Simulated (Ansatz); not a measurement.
**Strength of the Cu–O bond: C4H11CuO2 → C4H9CuO + H2O**

Species: C4H11CuO2 `CC(C)(C)[O][Cu-][OH2+]`, singlet; C4H9CuO `CC(C)(C)[O][Cu]`, singlet; H2O `O`, singlet. 

Shapes, held fixed at every level: PBE0-D4/def2-TZVP. Flexible molecules stand in one conformer, not always the lowest. Programs: Ansatz 0.2.0. Electronic energies: no zero-point or thermal term.

| level | kind | ΔE (kJ/mol) |
| --- | --- | --- |
| HF/def2-SVP | Hartree–Fock | +91.3 |
| SPW92/def2-TZVPP | LDA | +159.0 |
| PBE-D4/def2-TZVPP | GGA | +118.2 |
| r2SCAN-D4/def2-TZVPP | meta-GGA | +130.0 |
| B3LYP-D4/def2-TZVPP | global hybrid | +113.1 |
| BHLYP-D4/def2-TZVPP | global hybrid | +110.7 |
| r2SCAN0-D4/def2-TZVPP | global hybrid | +124.5 |
| wB97X-V/def2-TZVPP | range-separated hybrid | +119.9 |

wB97X-V/def2-TZVPP gives ΔE = +119.9 kJ/mol; the levels span +91.3 to +159.0. A fragment pairs its electrons up again, so this isn't a typical strength of such a bond. The median of the levels is +119.0. No measured value is set beside it here.
